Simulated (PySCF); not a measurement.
## HClGa, SMILES `[GaH][Cl]` (charge 0, multiplicity 2)

Level of theory: PBE-D3(BJ)/def2-TZVP // B3LYP-D3(BJ)/def2-TZVP run with PySCF 2.14.0.

| Quantity | Value |
|---|---|
| highest occupied spin orbital | -5.33 eV |
| dipole moment | 1.90 D |
| total energy | -2385.1986 Ha |
| cost | very roughly 120 core-seconds |

Bonds (Å): Cl1–Ga2 2.191, Ga2–H3 1.615. Angles (°): Cl1–Ga2–H3 115.1.
Charge 0, spin multiplicity 2.
